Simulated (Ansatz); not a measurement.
Input file for Ansatz (an electronic-structure program): R-PBE/def2-TZVPP on C2H6Sn (SMILES [CH3][Sn][CH3]), a point of a torsion scan. Elements past Kr take the def2 small-core potentials; no spin–orbit coupling.

Ansatz 0.2 input:
```yaml
crystal:
  periodic: [false, false, false]
  atoms:
    - {symbol: C, position_ang: [1.64942732, -0.06408069, 0.07955461]}
    - {symbol: Sn, position_ang: [0.04321774, 0.60631953, -1.36679413]}
    - {symbol: C, position_ang: [-1.64762924, 0.30182956, 0.10225056]}
    - {symbol: H, position_ang: [2.18751313, -0.93054830, -0.30743636]}
    - {symbol: H, position_ang: [2.39310845, 0.71928694, 0.23202637]}
    - {symbol: H, position_ang: [1.25289531, -0.33420391, 1.05623173]}
    - {symbol: H, position_ang: [-1.67452210, -0.73345218, 0.44203829]}
    - {symbol: H, position_ang: [-2.63041114, 0.53982619, -0.30407384]}
    - {symbol: H, position_ang: [-1.49870574, 0.92255781, 0.98578426]}
basis:
  gaussian:
    orbitals: def2-TZVPP
hamiltonian:
  xc: {name: PBE}
scf: {lower_state_search: off}
```

The log:

```
WARN ansatz: RAYON_NUM_THREADS=1 ignored (pool sized by the plan → 1); use --threads N
Functional definition: PBE
these checks for a lower state are left out or cut short: stability, starts, cluster_reference, orbital_swaps, neighbouring_geometries, increment
integrals: 0.09 GiB planned
1102 factors; their error is unknown
mean field: 0.73 GiB planned
mean field evaluation 1: about -7978.9279 eV, gradient 9.5e1 eV
mean field evaluation 2: about -7893.7987 eV, gradient 1.6e2 eV
mean field evaluation 4: about -8000.1176 eV, gradient 1.3e1 eV
mean field evaluation 8: about -8000.4775 eV, gradient 5.4e-2 eV
mean field evaluation 16: about -8000.4619 eV, gradient 1.6e-4 eV
mean field -8000.46190605 eV, -294.0115521396 hartree, gradient 2.6e-6 eV, S^2 0.000000; 0 other end points of the search recorded, 0 dependent functions left out
reference -8000.46195001 eV, -294.0115537550 hartree; 20, 20 occupied and 176, 176 virtual orbitals, 1102 factors
Total energy: -8000.46195001 eV, -294.0115537550 hartree
Checks for a lower state left out: stability, starts, cluster_reference, orbital_swaps, neighbouring_geometries, increment
```

Self-consistency was reached.

Cost: roughly 1.8 core-seconds.
